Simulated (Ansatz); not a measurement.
Pulling on the Se4–H5 bond in GaH3Se (SMILES [GaH2][SeH]) (multiplicity 1 held, fragments rigid). Energies count from the point at 1.471 Å.
Geometry at that point (charge 0, multiplicity 1):
```xyz
5

Ga     0.275     0.011    -1.153
H     -0.804    -0.576    -2.117
H      1.662     0.604    -1.556
Se    -0.304    -0.028     1.114
H      0.957     0.590     1.552
```

Restricted levels (R-, RO-) in cc, def2 and unpolarised 6-31G sets keep to the state of the molecule at rest. Active spaces are followed from a long bond inwards. Curves can end on different states.

Cores are frozen in the correlated methods. Filled d and f shells under p-block atoms count as core.

Run with Ansatz (a program for electronic structure). 

Energies in kcal/mol.

```
R (Å)  R-HF/cc-pVDZ  R-SCS-MP2/cc-pVDZ  R-CCSDT/cc-pVDZ  FIC-MRCISD+Q on CASSCF(4,3)/cc-pVDZ
-----  ------------  -----------------  ---------------  -----------------------------------
1.177          35.9                [?]             37.8                                 37.8
1.324           6.3                7.1              7.4                                  7.4
1.471           0.0                0.0              0.0                                  0.0
1.619           5.6                4.6              4.1                                  4.1
1.766          16.9               14.7             13.4                                 13.4
1.986          37.7               33.3             30.2                                 30.1
2.207          58.9               51.5             45.6                                 45.4
2.575          90.1               76.0             63.7                                 63.3
2.943         114.9                [?]             72.8                                 72.3
3.384         137.3              100.5             77.1                                 76.4
3.973         157.8               98.0             78.5                                 77.9
4.709         173.1               80.6             78.8                                 78.2
```

Problem. Some entries are withheld; supply them.

Solution. 
- 1.177, R-SCS-MP2/cc-pVDZ: 37.3
- 2.943, R-SCS-MP2/cc-pVDZ: 91.9

Doubts at one or more of the structures used: a restricted determinant that unrestricted orbitals would lower (R-HF/cc-pVDZ, R-SCS-MP2/cc-pVDZ, R-CCSDT/cc-pVDZ); other coupled-cluster roots lie near (R-CCSDT/cc-pVDZ); active orbitals that take no part (FIC-MRCISD+Q on CASSCF(4,3)/cc-pVDZ).
